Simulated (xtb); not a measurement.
C₂, singlet, geometry from GFN2-xTB; GFN1-xTB run with xtb.

The xtb input:
```
$ xtb mol.xyz --gfn 1 --ohess --json

# file mol.xyz
2

C     -0.00000000    -0.00000000    -0.58034761
C      0.00000000     0.00000000     0.58034761
```

Problem. Write the output that xtb gives for this input, abridged.

Solution. 
```
   ID    Z sym.   atoms
    1    6 C      1, 2

           -------------------------------------------------
          |                Calculation Setup                |
           -------------------------------------------------

           -------------------------------------------------
          |                 G F N 1 - x T B                 |
           -------------------------------------------------

          ...................................................
          :                      SETUP                      :
          :.................................................:
          :  # basis functions                   8          :
          :  # atomic orbitals                   8          :
          :  # shells                            4          :
          :  # electrons                         8          :
          :  # halogen bonds                     0          :
          :  max. iterations                   250          :
          :  Hamiltonian                  GFN1-xTB          :
          :  restarted?                      false          :
          :  GBSA solvation                  false          :
          :  PC potential                    false          :
          :  electronic temp.          300.0000000     K    :
          :  accuracy                    1.0000000          :
          :  -> integral cutoff          0.2500000E+02      :
          :  -> integral neglect         0.1000000E-07      :
          :  -> SCF convergence          0.1000000E-05 Eh   :
          :  -> wf. convergence          0.2000000E-04 e    :
          :  Broyden damping             0.4000000          :
          :  net charge                          0          :
          :  unpaired electrons                  0          :
          ...................................................

 iter      E             dE          RMSdq      gap      omega  full diag
   1     -4.1213220 -0.412132E+01  0.967E+00    2.79       0.0  T
   2     -4.1213223 -0.234526E-06  0.580E+00    2.79       1.0  T
   3     -4.1213224 -0.131462E-06  0.354E-04    2.79     199.7  T
   4     -4.1213224  0.000000E+00  0.241E-10    2.79  100000.0  T
   5     -4.1213224  0.888178E-15  0.989E-14    2.79  100000.0  T

   *** convergence criteria satisfied after 5 iterations ***

         :::::::::::::::::::::::::::::::::::::::::::::::::::::
         ::                     SUMMARY                     ::
[...]
         :: total energy              -3.982607866537 Eh    ::
 * total energy  :    -3.9826079 Eh     change        0.0000000E+00 Eh
 * total energy  :    -3.9826646 Eh     change       -0.5677592E-04 Eh
 * total energy  :    -3.9826689 Eh     change       -0.4229576E-05 Eh
   *** GEOMETRY OPTIMIZATION CONVERGED AFTER 3 ITERATIONS ***
         :: total energy              -3.982668872031 Eh    ::
[...]
          :  rotational number                       2      :
          :  scaling factor                  1.0000000      :
          :  rotor cutoff                   50.0000000 cm⁻¹ :
          :  imag. cutoff                  -20.0000000 cm⁻¹ :
          :.................................................:

    mode    ω/cm⁻¹     T·S(HO)/kcal·mol⁻¹    T·S(FR)/kcal·mol⁻¹   T·S(vib)
   ------------------------------------------------------------------------
   ------------------------------------------------------------------------

   temp. (K)  partition function   enthalpy   heat capacity  entropy
                                   cal/mol     cal/K/mol   cal/K/mol   J/K/mol
 298.15  VIB   1.00                    0.067      0.003      0.000
         ROT   50.2                  592.502      1.987      9.768
         INT   50.2                  592.568      1.990      9.768
         TR   0.114E+27             1481.254      4.968     35.451
         TOT                        2073.8221     6.9580    45.2190   189.1962

       T/K    H(0)-H(T)+PV         H(T)/Eh          T*S/Eh         G(T)/Eh
   ------------------------------------------------------------------------
    298.15    0.330485E-02    0.875200E-02    0.214850E-01   -0.127330E-01
   ------------------------------------------------------------------------

         :::::::::::::::::::::::::::::::::::::::::::::::::::::
         ::                  THERMODYNAMIC                  ::
         :::::::::::::::::::::::::::::::::::::::::::::::::::::
         :: total free energy          -3.995401866735 Eh   ::
         ::.................................................::
         :: total energy               -3.982668872031 Eh   ::
         :: zero point energy           0.005447152312 Eh   ::
         :: G(RRHO) w/o ZPVE           -0.018180147016 Eh   ::
         :: G(RRHO) contrib.           -0.012732994704 Eh   ::
         :::::::::::::::::::::::::::::::::::::::::::::::::::::

optimized geometry written to: xtbopt.xyz

           -------------------------------------------------
          | TOTAL ENERGY               -3.982668872031 Eh   |
          | TOTAL ENTHALPY             -3.973916873773 Eh   |
          | TOTAL FREE ENERGY          -3.995401866735 Eh   |
          | GRADIENT NORM               0.000076309268 Eh/α |
          | HOMO-LUMO GAP               2.744370478522 eV   |
           -------------------------------------------------

normal termination of xtb
```
